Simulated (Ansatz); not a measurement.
Ga₈P₇H₂₄⁻, a nanocrystal cut from zinc blende GaP (hydrogen-capped), relaxed as a singlet with RKS r2SCAN-D4/def2-SVP in Ansatz, starting from the GFN2-xTB geometry. Force threshold 0.03 eV/Å.

Single mean-field runs in def2-SVP are fitted with def2-universal-jkfit.

Start:

```xyz
39

P     1.065    0.250   -1.526
P    -1.159    3.142   -1.293
P     3.420   -2.198    2.430
P     1.238    0.771    2.292
P    -2.360   -0.281   -2.689
P    -2.472    0.505    0.896
P     0.067   -2.549    0.935
Ga   -0.188   -1.199   -3.022
Ga    2.118   -3.777    1.108
Ga   -2.425    2.101   -3.064
Ga    1.172    2.677   -1.443
Ga   -0.226   -0.100    0.438
Ga   -2.148    2.915    0.854
Ga    3.527    0.214    2.746
Ga   -3.517   -0.968   -0.734
H     2.229   -0.353   -1.045
H    -1.269    4.492   -1.581
H     4.693   -2.717    2.598
H     2.988   -2.566    3.698
H     1.232    2.141    2.108
H     0.532    0.785    3.487
H    -3.120   -0.783   -3.733
H    -2.546    0.002    2.194
H    -0.658   -3.186   -0.054
H    -0.766   -2.918    1.981
H     0.291   -0.975   -4.481
H    -0.054   -2.641   -2.419
H     2.776   -3.947   -0.282
H     1.939   -5.022    2.027
H    -1.666    2.378   -4.392
H    -3.903    2.556   -2.907
H     1.760    3.216   -2.775
H     1.931    3.020   -0.114
H    -1.135    3.207    2.018
H    -3.530    3.619    0.914
H     4.462    0.832    1.677
H     3.852    0.410    4.256
H    -3.120   -2.416   -0.275
H    -5.030   -0.635   -0.827
```

Question: Estimate the energy that the relaxation releases and the steps that it takes.

Answer: 0.53 eV, in 7 steps; 47 s on 2 threads of AMD EPYC 7R13 on a shared host and a share (18 GiB) of an NVIDIA H100 80GB HBM3. No frequencies were taken in this run, so the end may be a saddle point.

Question: Does the start keep its bonding and symmetry?

Answer: By distances, no bond broke or formed. The bond that changes most is P4–Ga12, from 2.52 to 2.40 Å (atoms count from 1). Point group Cs at the start, Cs at the end, both within 0.05 Å.

Question: Predict the relaxed structure.

Answer: 
```xyz
39

P     0.952    0.237   -1.402
P    -1.236    3.121   -1.398
P     3.306   -2.304    2.791
P     1.310    0.709    2.365
P    -2.390   -0.158   -2.735
P    -2.263    0.461    0.826
P     0.145   -2.600    1.014
Ga   -0.227   -1.125   -3.023
Ga    2.265   -3.714    1.114
Ga   -2.558    2.201   -3.189
Ga    1.103    2.655   -1.482
Ga   -0.058   -0.237    0.632
Ga   -2.166    2.885    0.784
Ga    3.608    0.099    2.676
Ga   -3.499   -0.899   -0.759
H     2.255   -0.305   -1.198
H    -1.297    4.528   -1.617
H     4.592   -2.858    3.036
H     2.733   -2.620    4.053
H     1.221    2.111    2.173
H     0.641    0.610    3.615
H    -3.158   -0.760   -3.773
H    -2.573    0.030    2.149
H    -0.652   -3.201    0.007
H    -0.618   -2.970    2.155
H     0.370   -0.838   -4.448
H    -0.198   -2.600   -2.450
H     3.039   -3.444   -0.215
H     2.093   -5.141    1.745
H    -1.834    2.503   -4.556
H    -4.057    2.647   -2.988
H     1.746    3.072   -2.854
H     1.804    3.089   -0.131
H    -1.120    3.292    1.902
H    -3.634    3.443    0.878
H     4.385    0.371    1.350
H     4.104    0.576    4.087
H    -3.125   -2.401   -0.419
H    -5.010   -0.464   -0.716
```
Bond lengths (bridged metal pairs left out): 18 × Ga–P 2.32 to 2.43 Å; 14 × Ga–H 1.56 to 1.58 Å; 10 × H–P 1.42 to 1.43 Å.
